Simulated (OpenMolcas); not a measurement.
**Dy3+: effect of the metal basis and ligand basis**

Dy3+ with 6 ligands (fluoride) in octahedral coordination (Oh) at 2.22 Å. A charge of +0.5 e stands 3.2 Å behind each ligand.

```
Program             : OpenMolcas 26.06
Method              : CASSCF
Spin-orbit coupling : RASSI with atomic mean-field integrals over the reference wave functions
```

Fixed: active space 9 electrons in 7 orbitals (4f), DKH2 Hamiltonian.

States (labels of O, the rotations of Oh). Energies in cm-1 above the lowest state or level, χT in cm3 K/mol; under a threefold ground state the first gap can be a small split of the lowest multiplet, not the spin-orbit step.

| Run | Metal basis | Ligand basis | Ground state | First state of that spin | First gap with spin-orbit (degeneracies) | Width of lowest J | χT at 300 K | Cost |
| --- | --- | --- | --- | --- | --- | --- | --- | --- |
| A | ANO-RCC-VDZP | ANO-RCC-VDZP | 6T1 | 6T2 354.7 | 39.6 (2, 4) | 470 | 13.776 | roughly 120 core-seconds |
| B | ANO-RCC-VTZP | ANO-RCC-VTZP | 6T1 | 6T2 358.5 | 40.6 (2, 4) | 488 | 13.768 | roughly 4 core-minutes |

Against A, the width of the lowest J multiplet changes by +3.8 % in B.

Costs are those of the RASSCF and RASSI steps.

High states are left out of the spin-orbit mixing, which shifts the levels that they would mix with. Without dynamic correlation the ligand-field splitting of an f shell can come out too small, at times by half. A group larger than the point group allows holds several states that coincide in this model. No measured value stands beside these numbers; the geometry was imposed, not optimised, and the real ion may take another.
